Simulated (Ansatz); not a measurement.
Mg₄⁺. Charge 1, multiplicity 2. Geometry PBE0/def2-TZVP; atoms count from 1.

```csv
atom,x (Å),y (Å),z (Å)
Mg1,0.7289,-0.4621,1.7866
Mg2,1.5827,0.9275,-0.7578
Mg3,-1.4137,1.2537,-0.6077
Mg4,-0.8979,-1.7191,-0.4211
```

The structure comes from a short search, and lower isomers may exist.

Q: Estimate the Mulliken populations from the PBE0/def2-TZVP orbitals of Ansatz.

A: 
```
atom  charge (e)  spin (α − β)
 Mg1        0.25          0.25
 Mg2        0.25          0.25
 Mg3        0.25          0.25
 Mg4        0.25          0.25
```
Mulliken values and Mayer orders depend strongly on the basis.

Q: Where does the spin sit?

A: Summed by element: Mg 1.00, of 1 unpaired in all. Largest on single atoms: Mg1 0.25, Mg4 0.25, Mg2 0.25.

Q: And the Mayer bond orders between bonded heavy atoms (over 0.3)?

A: Mg1–Mg2 0.64 (3.02 Å); Mg1–Mg4 0.65 (3.02 Å); Mg2–Mg3 0.65 (3.02 Å); Mg3–Mg4 0.64 (3.02 Å). Values over 0.3 also appear between atoms too far apart for a bond (Mg1–Mg3 0.31 at 3.64 Å; Mg2–Mg4 0.31 at 3.64 Å); they arise where an orbital or an unpaired electron spreads over both atoms.
